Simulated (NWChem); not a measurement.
System: SiH3O2Cl; SMILES O[SiH](O)Cl

Input file for NWChem:

```
start job
memory heap 200 mb stack 900 mb global 1100 mb
geometry units angstroms noautosym nocenter noautoz
  Si    -0.021586     0.466942     0.406412
  O     -1.316883     1.240694    -0.236439
  O      1.362084     1.148431    -0.178892
  Cl     0.021084    -1.539311    -0.117733
  H     -0.168305     0.552160     1.870959
  H     -1.312303     1.396866    -1.186145
  H      2.123847     0.573157    -0.295054
end
basis spherical
  Si library def2-svp
  O library def2-svp
  Cl library def2-svp
  H library def2-svp
end
dft
  xc b3lyp
  iterations 150
end
cosmo
  do_cosmo_smd true
  solvent octanol
end
task dft energy
```

Parts of the log:

```
             Northwest Computational Chemistry Package (NWChem) 7.3.0
             --------------------------------------------------------

                             Geometry "geometry" -> ""
                             -------------------------

 Output coordinates in angstroms (scale by  1.889725989 to convert to a.u.)

  No.       Tag          Charge          X              Y              Z
 ---- ---------------- ---------- -------------- -------------- --------------
    1 Si                  14.0000    -0.02158600     0.46694200     0.40641200
    2 O                    8.0000    -1.31688300     1.24069400    -0.23643900
    3 O                    8.0000     1.36208400     1.14843100    -0.17889200
    4 Cl                  17.0000     0.02108400    -1.53931100    -0.11773300
    5 H                    1.0000    -0.16830500     0.55216000     1.87095900
    6 H                    1.0000    -1.31230300     1.39686600    -1.18614500
    7 H                    1.0000     2.12384700     0.57315700    -0.29505400

 Effective nuclear repulsion energy (a.u.)     228.3118858674

                                 NWChem DFT Module
                                 -----------------

 Summary of "ao basis" -> "ao basis" (spherical)
 ------------------------------------------------------------------------------
       Tag                 Description            Shells   Functions and Types
 ---------------- ------------------------------  ------  ---------------------
 Si                         def2-svp                 8       18   4s3p1d
 O                          def2-svp                 6       14   3s2p1d
 Cl                         def2-svp                 8       18   4s3p1d
 H                          def2-svp                 3        5   2s1p

 in cosmo_initialize ...
 calling solv_data for solv:octanol

 solvent parameters
 solvname_short: octanol
 solvname_long:  1-octanol
 dielec:        9.8629
 dielecinf:     2.0435
 nonaqueous SMD model solvent descriptors
 dielec:        9.8629
 sola:          0.3700
 solb:          0.4800
 solc:          0.0000
 solg:         39.0100
 solh:          0.0000
 soln:          1.4295

          ---------------
          -cosmo- solvent
          ---------------
 Cosmo: York-Karplus, doi: 10.1021/jp992097l
 dielectric constant -eps-     =   9.86
 screen = (eps-1)/(eps    )    =   0.89861
 surface charge correction     = lagrangian

   van der Waals surface
 --------------------------

 ---------- ATOMIC COORDINATES (A.U.) ------------ VDWR(ANG.) --
     1   -0.04079163    0.88239243    0.76800732     2.470
     2   -2.48854803    2.34457170   -0.44680492     1.628
     3    2.57396553    2.17021991   -0.33805686     1.628
     4    0.03984298   -2.90887600   -0.22248311     2.380
     5   -0.31805033    1.04343110    3.53559985     1.200
     6   -2.47989308    2.63969398   -2.24148903     1.200
     7    4.01348887    1.08310968   -0.55757121     1.200
 number of segments per atom =        128
 number of   points per atom =        128
 atom (   nspa,  nppa )
 ----------------------
    1 (     71,     0 )       0
    2 (     49,     0 )       0
    3 (     50,     0 )       0
    4 (     94,     0 )       0
    5 (     31,     0 )       0
    6 (     58,     0 )       0
    7 (     55,     0 )       0
 number of -cosmo- surface points =      408
 molecular surface =    120.201 angstrom**2
 molecular volume  =    107.760 angstrom**3
 -lineq- algorithm             =   0
 -bem- low  level              =   3
 -bem- from -octahedral-
 gaussian surface charge width =   4.50000
 degree of switching           =   1.00000
 switching function tolerance  =   0.00010
 atomic radii =
 --------------
    1 14.000  2.470
    2  8.000  1.628
    3  8.000  1.628
    4 17.000  2.380
    5  1.000  1.200
    6  1.000  1.200
    7  1.000  1.200
 ...... end of -cosmo- initialization ......

 nat:                     7
 ixmem:                  2814
 calling mnsol_interface()
 G(SMD-CDS) energy (kcal/mol)  =     0.122
 SMD-CDS SASA (angstrom**2)    =   129.158

            General Information
            -------------------
          SCF calculation type: DFT
          Wavefunction type:  closed shell.
          No. of atoms     :     7
          No. of electrons :    50
           Alpha electrons :    25
            Beta electrons :    25
          Charge           :     0
          Spin multiplicity:     1
          Use of symmetry is: off; symmetry adaption is: off
          Maximum number of iterations: 150
          AO basis - number of functions:    79
                     number of shells:    37
          Convergence on energy requested:  1.00D-06
          Convergence on density requested:  1.00D-05
          Convergence on gradient requested:  5.00D-04

              XC Information
              --------------
                         B3LYP Method XC Potential
                     Hartree-Fock (Exact) Exchange  0.200
                        Slater Exchange Functional  0.800 local
                    Becke 1988 Exchange Functional  0.720 non-local
              Lee-Yang-Parr Correlation Functional  0.810
                  VWN I RPA Correlation Functional  0.190 local

             Grid Information
             ----------------
          Grid used for XC integration:  medium
          Radial quadrature: Mura-Knowles
          Angular quadrature: Lebedev.
          Tag              B.-S. Rad. Rad. Pts. Rad. Cut. Ang. Pts.
          ---              ---------- --------- --------- ---------
          Si                  1.10       88           8.0       590
          O                   0.60       49          10.0       434
          Cl                  1.00       88          10.0       590
          H                   0.35       45          10.0       434
          Grid pruning is: on
          Number of quadrature shells:   409
          Spatial weights used:  Erf1

      Superposition of Atomic Density Guess
      -------------------------------------

 Sum of atomic energies:        -898.94220830

      Non-variational initial energy
      ------------------------------

 Total energy =    -900.063522
 1-e energy   =   -1697.452777
 2-e energy   =     569.077370
 HOMO         =      -0.416126
 LUMO         =       0.067979

   convergence    iter        energy       DeltaE   RMS-Dens  Diis-err
 ---------------- ----- ----------------- --------- --------- ---------
     COSMO gas phase
 d= 0,ls=0.0,diis     1   -901.6708420013 -1.13D+03  1.65D-02  8.64D-01
 d= 0,ls=0.0,diis     2   -901.6203037106  5.05D-02  9.20D-03  1.45D+00
 d= 0,ls=0.0,diis     3   -901.7593159174 -1.39D-01  1.62D-03  3.35D-02
 d= 0,ls=0.0,diis     4   -901.7620129883 -2.70D-03  7.22D-04  3.35D-03
 d= 0,ls=0.0,diis     5   -901.7624530848 -4.40D-04  1.38D-04  1.42D-04
  Resetting Diis
 d= 0,ls=0.0,diis     6   -901.7624717554 -1.87D-05  1.52D-05  1.40D-06
 d= 0,ls=0.0,diis     7   -901.7624719050 -1.50D-07  8.08D-06  2.40D-07

   convergence    iter        energy       DeltaE   RMS-Dens  Diis-err
 ---------------- ----- ----------------- --------- --------- ---------
     COSMO solvation phase
 d= 0,ls=0.0,diis     1   -901.7741608692 -1.17D-02  1.34D-03  4.94D-03
 d= 0,ls=0.0,diis     2   -901.7751779055 -1.02D-03  3.98D-04  1.54D-03
 d= 0,ls=0.0,diis     3   -901.7752740057 -9.61D-05  1.81D-04  6.18D-04
 d= 0,ls=0.0,diis     4   -901.7753286452 -5.46D-05  4.44D-05  2.96D-05
 d= 0,ls=0.0,diis     5   -901.7753315026 -2.86D-06  1.14D-05  5.14D-07
 d= 0,ls=0.0,diis     6   -901.7753315575 -5.49D-08  3.75D-06  1.21D-07

         Total DFT energy =     -901.775331557512
      One electron energy =    -1700.446932930340
           Coulomb energy =      638.055619151743
    Exchange-Corr. energy =      -67.651688349257
 Nuclear repulsion energy =      228.311885867430

             COSMO energy =       -0.044215297089

 Numeric. integr. density =       49.999999464842

                                COSMO-SMD solvation results
                                ---------------------------

             internal energy in gas <Psi(g)|H|Psi(g)> =      -901.762471905034
         internal energy in solvent <Psi(s)|H|Psi(s)> =      -901.761174419076
                               delta internal energy  =         0.001297485958 (    0.81 kcal/mol)
   total free energy in solvent <Psi(s)|H+V/2|Psi(s)> =      -901.775526453152
 polarization energy contribution <Psi(s)|V/2|Psi(s)> =        -0.014352034076 (   -9.01 kcal/mol)
    total free energy in solvent including G(SMD-CDS) =      -901.775331557512
                       G(SMD-CDS) energy contribution =         0.000194895640 (    0.12 kcal/mol)
     1 M fixed-concentration free energy of solvation =        -0.012859652479 (   -8.07 kcal/mol)

                       DFT Final Molecular Orbital Analysis
                       ------------------------------------

 Vector   23  Occ=2.000000D+00  E=-3.255133D-01
              MO Center=  6.6D-01,  5.9D-01,  1.0D-01, r^2= 3.0D+00
   Bfn.  Coefficient  Atom+Function         Bfn.  Coefficient  Atom+Function
  ----- ------------  ---------------      ----- ------------  ---------------
    38      0.432669  3 O  pz                41      0.324764  3 O  pz
    58      0.251368  4 Cl py                55      0.181563  4 Cl py
    65     -0.182096  5 H  s                 37      0.175316  3 O  py
    36      0.174402  3 O  px                66     -0.168004  5 H  s
    22      0.163990  2 O  px                39      0.126055  3 O  px

 Vector   24  Occ=2.000000D+00  E=-3.208417D-01
              MO Center= -8.8D-02, -1.1D+00,  2.6D-02, r^2= 2.4D+00
   Bfn.  Coefficient  Atom+Function         Bfn.  Coefficient  Atom+Function
  ----- ------------  ---------------      ----- ------------  ---------------
    59      0.546071  4 Cl pz                56      0.404872  4 Cl pz
    53      0.235716  4 Cl pz                23     -0.184445  2 O  py
    57      0.174108  4 Cl px                65     -0.145777  5 H  s
    58     -0.137918  4 Cl py                26     -0.132545  2 O  py
    66     -0.132041  5 H  s                 54      0.129810  4 Cl px

 Vector   25  Occ=2.000000D+00  E=-3.169207D-01
              MO Center= -6.0D-02, -7.3D-01, -6.3D-02, r^2= 3.1D+00
   Bfn.  Coefficient  Atom+Function         Bfn.  Coefficient  Atom+Function
  ----- ------------  ---------------      ----- ------------  ---------------
    57      0.519807  4 Cl px                54      0.383629  4 Cl px
    23     -0.237913  2 O  py                51      0.223244  4 Cl px
    59     -0.182238  4 Cl pz                26     -0.180844  2 O  py
    37      0.179746  3 O  py                40      0.134886  3 O  py
    56     -0.135338  4 Cl pz                65      0.111203  5 H  s

 Vector   26  Occ=0.000000D+00  E= 4.714210D-02
              MO Center=  1.2D-01,  8.3D-01, -4.2D-01, r^2= 5.2D+00
   Bfn.  Coefficient  Atom+Function         Bfn.  Coefficient  Atom+Function
  ----- ------------  ---------------      ----- ------------  ---------------
     4      0.871217  1 Si s                 21     -0.687092  2 O  s
    71      0.610506  6 H  s                 35     -0.598936  3 O  s
    76      0.579917  7 H  s                 66     -0.506126  5 H  s
     3      0.228541  1 Si s                 58     -0.226023  4 Cl py
    12      0.207670  1 Si py                 2      0.184029  1 Si s

 Vector   27  Occ=0.000000D+00  E= 5.777914D-02
              MO Center=  2.6D-01,  3.6D-01,  2.6D-01, r^2= 4.6D+00
   Bfn.  Coefficient  Atom+Function         Bfn.  Coefficient  Atom+Function
  ----- ------------  ---------------      ----- ------------  ---------------
    11      0.932469  1 Si px                35     -0.640167  3 O  s
    21      0.597947  2 O  s                 76      0.384566  7 H  s
    71     -0.381668  6 H  s                 57     -0.265680  4 Cl px
     8      0.234400  1 Si px                40      0.193038  3 O  py
     4      0.173085  1 Si s                 37      0.142006  3 O  py

 Vector   28  Occ=0.000000D+00  E= 6.586830D-02
              MO Center=  4.7D-02,  1.4D-01,  6.2D-01, r^2= 3.5D+00
   Bfn.  Coefficient  Atom+Function         Bfn.  Coefficient  Atom+Function
  ----- ------------  ---------------      ----- ------------  ---------------
    12      0.981556  1 Si py                66      0.574282  5 H  s
    50      0.553141  4 Cl s                 58      0.549335  4 Cl py
     3     -0.545794  1 Si s                  4     -0.492228  1 Si s
     9      0.362702  1 Si py                59      0.264061  4 Cl pz
    76      0.256790  7 H  s                 13     -0.240747  1 Si pz

     Multipole analysis of the density
     ---------------------------------

     L   x y z        total         alpha         beta         nuclear
     -   - - -        -----         -----         ----         -------
     0   0 0 0     -0.000000    -25.000000    -25.000000     50.000000

     1   1 0 0      0.574438     -0.715348     -0.715348      2.005133
     1   0 1 0      0.048624     -1.869273     -1.869273      3.787170
     1   0 0 1     -0.471563     -0.949549     -0.949549      1.427535

     2   2 0 0    -25.519840    -75.237300    -75.237300    124.954760
     2   1 1 0     -0.951855      3.020687      3.020687     -6.993228
     2   1 0 1      1.421062     -1.059993     -1.059993      3.541049
     2   0 2 0    -30.694478   -138.163224   -138.163224    245.631969
     2   0 1 1     -1.504587     -2.456378     -2.456378      3.408170
     2   0 0 2    -25.285689    -27.365911    -27.365911     29.446134
```

Level: B3LYP/def2-SVP, SMD on the gas-phase geometry. Coordinates come from a PBE0/def2-SVP optimisation. Solvent: 1-octanol.
